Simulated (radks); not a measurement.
Problem. All-electron atom: Lu8.8+ in [Kr] 4d10 4f(5/2: 6, 7/2: 6.2) 5s2 5p2 (fractional occupations, a model configuration). All-electron calculation, Dirac Kohn-Sham, PBE, spin-unpolarised, spherical densities, finite nucleus; open shells fill j = l - 1/2 first; Fermi nuclear charge, rms radius 5.37 fm. Program: a radial shooting solver on a logarithmic mesh with Libxc functionals. Some entries of the table are withheld. Estimate them.

| orbital | occ. | eigenvalue (hartree) | <r^2> (bohr^2) |
|---|---|---|---|
| 1s1/2 | 2 | -2326.056 | 0.0005123 |
| 2s1/2 | 2 | -400.3102 | 0.007862 |
| 2p1/2 | 2 | -382.3978 | (1) |
| 2p3/2 | 4 | -341.3277 | (2) |
| 3s1/2 | 2 | -94.97378 | 0.05158 |
| 3p1/2 | 2 | (3) | 0.04752 |
| 3p3/2 | 4 | (4) | 0.05422 |
| 3d3/2 | 4 | -64.77819 | 0.04235 |
| 3d5/2 | 6 | -62.86514 | 0.04419 |
| 4s1/2 | 2 | -23.26677 | 0.2570 |
| 4p1/2 | 2 | -20.02751 | 0.2664 |
| 4p3/2 | 4 | -18.02175 | 0.3024 |
| 4d3/2 | 4 | -12.68271 | 0.3332 |
| 4d5/2 | 6 | -12.31319 | 0.3467 |
| 5s1/2 | 2 | -7.10278 | 1.290 |
| 5p1/2 | 2 | (5) | (6) |
| 5p3/2 | 0 | (7) | (8) |
| 4f5/2 | 6 | -5.69960 | 0.4885 |
| 4f7/2 | 6.2 | -5.63540 | 0.4998 |

Solution. 
(1) 2p1/2 <r^2> (bohr^2): 0.005641
(2) 2p3/2 <r^2> (bohr^2): 0.006850
(3) 3p1/2 eigenvalue (hartree): -87.03523
(4) 3p3/2 eigenvalue (hartree): -78.27410
(5) 5p1/2 eigenvalue (hartree): -6.07196
(6) 5p1/2 <r^2> (bohr^2): 1.481
(7) 5p3/2 eigenvalue (hartree): -5.70497
(8) 5p3/2 <r^2> (bohr^2): 1.653
